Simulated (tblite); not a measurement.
Species: C2H11BSSi3.
Structure used (GFN2-xTB), in Å, numbered top down from 1:
```xyz
18
C2H11BSSi3 angstrom
B     -0.7751    2.6382   -1.3293
Si     0.1189    1.2628   -0.2832
S      1.7416    0.4787   -1.5422
Si     2.6844   -0.9812   -0.3047
C     -0.9772   -0.2353    0.1618
C     -1.6086   -0.8767   -0.8190
Si    -1.1568   -0.8515    1.9443
H     -0.8886    3.7301   -0.9294
H     -1.2420    2.4023   -2.3737
H      0.8222    1.6135    0.9654
H      1.7143   -2.0156    0.0353
H      3.7634   -1.4760   -1.1429
H      3.1814   -0.3271    0.9003
H     -1.5323   -0.5768   -1.8547
H     -2.2258   -1.7461   -0.6407
H     -0.2781   -0.0800    2.8233
H     -2.5503   -0.6815    2.3677
H     -0.8000   -2.2716    2.0101
```

Method: GFN2-xTB as coded in tblite; computed harmonic values from a numerical Hessian at the method's own geometry, unscaled. This tight-binding method is rough: wavenumbers can miss measured ones by several per cent, in bad cases by 10 to 20. Modes of hydrogen on boron and silicon can be 10 to 20 % off. One conformer, not necessarily the lowest. The optimisation stopped once no atom felt more than 0.01 eV/Å.

Lowest wavenumbers of the output (negative numbers stand for imaginary wavenumbers):
```
mode    cm-1
  1     -81.4
  2     -16.1
  3      28.0
  4      34.6
  5      81.4
  6      84.3
  7     122.6
  8     129.2
  9     143.5
 10     212.6
```

Is this structure a minimum?

No. 1 mode is imaginary beyond 20i (81i cm⁻¹), and 1 more slightly so (16.1i).

Which atoms move in the imaginary modes?

81i: H16 (Si–H hydrogen) 33 %, H17 (Si–H hydrogen) 33 %, H18 (Si–H hydrogen) 32 %; 16i: Si7 (SiH3 silicon) 31 %, C6 (terminal =CH2 carbon) 21 %. These are shares of the mass-weighted motion.

What is the remedy?

Step along such a mode in both directions, optimise again with tighter thresholds and repeat the frequencies. The zero-point energy of this point (69.0 kcal/mol) counts the 46 real modes alone, and thermal corrections from it aren't those of a minimum.

Hardware: an Arm Neoverse V1 with one thread, on a shared host. Cost: 1.0 s of wall time. This covers the Hessian and the dipole derivatives.
